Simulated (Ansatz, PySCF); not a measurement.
System: BiI2, charge 1, multiplicity 1. 
Structure (B3LYP-D3(BJ)/def2-TZVP (Ansatz, a program for electronic structure) minimum search):
```
Bi
I 1 2.7245
I 1 2.7245 2 102.61
```
Charge +1, spin multiplicity 1.

Total electronic energies in hartree. Valence correlation only, unless marked. Spin-orbit coupling is left out. Frozen are the shells of the preceding noble gas and the d and f shells that filled before the atom's block. Past Kr the def2 sets carry scalar-relativistic core potentials. Basis-set limits of correlation are two-point, X^-3; Hartree-Fock from the larger set. The bracket is a focal-point correction in the basis named.

The T1 diagnostic of CCSD in the largest basis is 0.025, which is high, so the coupled-cluster rows are less sure than usual.

```csv
level,program,energy (Eh)
HF-D3(BJ)/def2-TZVPD,PySCF + dftd3,-806.74091
revPBE-D3(BJ)/def2-TZVPD,Ansatz + dftd3,___
PBE0/def2-TZVP,Ansatz,-809.89384
PBE0/def2-TZVPD,Ansatz,-809.89429
CAM-B3LYP/def2-TZVPD,Ansatz,___
wB97X-V/def2-TZVPD,Ansatz,___
B2PLYP-D3(BJ)/def2-TZVPD,Ansatz + dftd3,-808.99640
MP2/def2-SVP,Ansatz,-806.93395
MP2/def2-TZVPPD,Ansatz,-807.06357
"MP2/CBS(def2-TZVPP,def2-QZVPP)",Ansatz,-807.1473
RI-MP2/def2-QZVPP,Ansatz,-807.11281
SCS-MP2/def2-SVP,Ansatz,-806.92349
SCS-MP2/def2-TZVPP,Ansatz,-807.05453
"RI-MP2/CBS(def2-TZVPPD,def2-QZVPPD)+[CCSD(T)-MP2]/def2-SVPD",Ansatz,-807.1835
"CCSD(T)/CBS(def2-TZVPP,def2-QZVPP)",Ansatz,-807.2001
```

**Question.** Fill in the missing entries.

**Answer.** 
- revPBE-D3(BJ)/def2-TZVPD, energy (Eh): -810.04585
- CAM-B3LYP/def2-TZVPD, energy (Eh): -809.83233
- wB97X-V/def2-TZVPD, energy (Eh): -809.79829
